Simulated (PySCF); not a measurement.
bromo(trichloro)methane (CBrCl3), SMILES ClC(Cl)(Cl)Br.

The structure is a stationary point at PBE-D3(BJ)/def2-SVP.

Method: PBE/def2-TZVP run with PySCF.

Isolated molecule, no solvent.

Computed frontier levels, gap, dipole moment and polarisability:
```yaml
highest_occupied_level: -7.27 eV
lowest_empty_level: -3.14 eV
orbital_gap: 4.13 eV
dipole_moment: 0.06 D
quadrupole, principal values (traceless, Buckingham form, about the centre of nuclear charge): -0.29, -0.29, 0.59 D·Å
mean_static_polarisability: 70.6 bohr³ (10.46 Å³)
polarisability_principal_values: 67.7, 67.7, 76.4 bohr³
```
